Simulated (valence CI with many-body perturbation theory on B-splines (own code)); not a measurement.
## Sensitivity of CI+MBPT for Ba35+

Calculated by configuration interaction combined with many-body perturbation theory (CI+MBPT): three valence electrons over a frozen Dirac-Fock core [Ar], a basis of 6 s, 6 p, 5 d, 5 f, 1 g functions for each j, with the one-electron correlation potential Σ1 (screened to all orders), the two-electron term Σ2, the three-electron term Σ3, Breit, model QED; selected single and double excitations, second order for the rest, scaled by the run's own slope (own B-spline code, finite nucleus).

The last digits are not significant, and no measured levels were compared; by estimate large intervals hold to a few tenths of a per cent, small ones and those within an open d or f shell to about a per cent. Only levels of the ground parity were solved; by the run's estimate the other parity begins above the list, which can be wrong where configurations are misplaced.

The reference run has the lowest level (3d3/2^3) J=3/2 and an ionisation energy of 2350.57 eV. Its largest variational space holds 2233 state functions.

Levels are named by their leading jj configuration (3d3/2^4 stands for four electrons in 3d with j = 3/2), which in mixed levels can hold well under half, so a name can repeat and another be missing. Letters in brackets count levels of one name in rising energy.

Changed runs:
A. correlating orbitals by l 3 3 3 3 1 → 5 4 3 3 3; selection threshold (hartree) 2e-08 → 2e-07
B. scale of Σ1 1 → 0.9
C. scale of Σ1 1 → 1.1; Davidson tolerance 2e-05 → 0.0003
D. size limit of the variational space 10000 → 300; second order for the rest on → off (bad on purpose)

Excitation energies of the reference run in cm⁻¹, and shifts in cm⁻¹:

| Level | Reference | A | B | C | D |
| --- | --- | --- | --- | --- | --- |
| (3d3/2^2 3d5/2) J=5/2 [a] | 111173 | +115 | -88 | +88 | +33 |
| (3d3/2^2 3d5/2) J=3/2 | 155456 | -79 | -84 | +84 | +29 |
| (3d3/2^2 3d5/2) J=7/2 | 159197 | +15 | -102 | +102 | +97 |
| (3d3/2^2 3d5/2) J=9/2 | 171433 | -76 | -95 | +95 | +65 |
| (3d3/2^2 3d5/2) J=1/2 | 180458 | -121 | -92 | +92 | -1092 |
| (3d3/2^2 3d5/2) J=5/2 [b] | 273777 | -154 | -132 | +132 | +1070 |
| (3d3/2 3d5/2^2) J=7/2 [a] | 280194 | -7.9 | -174 | +174 | +195 |
| (3d3/2 3d5/2^2) J=9/2 | 297040 | -2.0 | -184 | +184 | -146 |
| (3d3/2 3d5/2^2) J=3/2 [a] | 326730 | -91 | -185 | +185 | +163 |
| (3d3/2 3d5/2^2) J=1/2 | 341501 | -197 | -189 | +189 | -953 |
| (3d3/2 3d5/2^2) J=11/2 | 354736 | -182 | -189 | +189 | -563 |
| (3d3/2 3d5/2^2) J=5/2 [a] | 373575 | -242 | -179 | +179 | +1329 |
| Ionisation energy (eV) | 2350.57 | +0.033 | -0.26 | +0.26 | -0.19 |
